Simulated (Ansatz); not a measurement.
H₆PSi₂ (SMILES [SiH3][P][SiH3]), doublet, geometry from GFN2-xTB; HF/cc-pVDZ in Ansatz (a quantum-chemistry and plane-wave program).

Ansatz was given this input:
Ansatz 0.2 input:
```yaml
crystal:
  periodic: [false, false, false]
  atoms:
    - {symbol: Si, position_ang: [1.71516953, -0.02407226, 0.40586516]}
    - {symbol: P, position_ang: [-0.01171265, -0.32688551, -0.96401839]}
    - {symbol: Si, position_ang: [-1.70604912, 0.27861140, 0.34479646]}
    - {symbol: H, position_ang: [2.90877293, -0.43611419, -0.32837985]}
    - {symbol: H, position_ang: [1.82873691, 1.38396675, 0.79412636]}
    - {symbol: H, position_ang: [1.57325971, -0.83041285, 1.62069765]}
    - {symbol: H, position_ang: [-1.80072187, -0.60210178, 1.51167243]}
    - {symbol: H, position_ang: [-2.91838096, 0.16796599, -0.46241631]}
    - {symbol: H, position_ang: [-1.54366261, 1.65643084, 0.81531288]}
basis:
  gaussian:
    orbitals: cc-pVDZ
hamiltonian:
  xc: hf
magnetization: {spin_polarized: true, initial_magnetization: 1}
scf: {lower_state_search: light}
```

It wrote (shortened):

```
Functional definition: HF
814 factors; integrals over basis functions are off by at most 9.5e-4 eV
mean field evaluation 1: about -25089.4557 eV, gradient 1.1e1 eV
mean field evaluation 2: about -25089.4603 eV, gradient 1.0e1 eV
mean field evaluation 4: about -25090.9897 eV, gradient 8.3e-1 eV
mean field evaluation 8: about -25091.0001 eV, gradient 2.0e-3 eV
mean field evaluation 16: about -25090.8662 eV, gradient 9.9e-1 eV
mean field -25091.00014268 eV, -922.0772479527 hartree, gradient 8.9e-6 eV, S^2 0.761787; 0 other end points of the search recorded, 0 dependent functions left out
reference -25091.00014268 eV, -922.0772479527 hartree; 25, 24 occupied and 59, 60 virtual orbitals, 814 factors
Total energy: -25091.00014268 eV, -922.0772479527 hartree
```
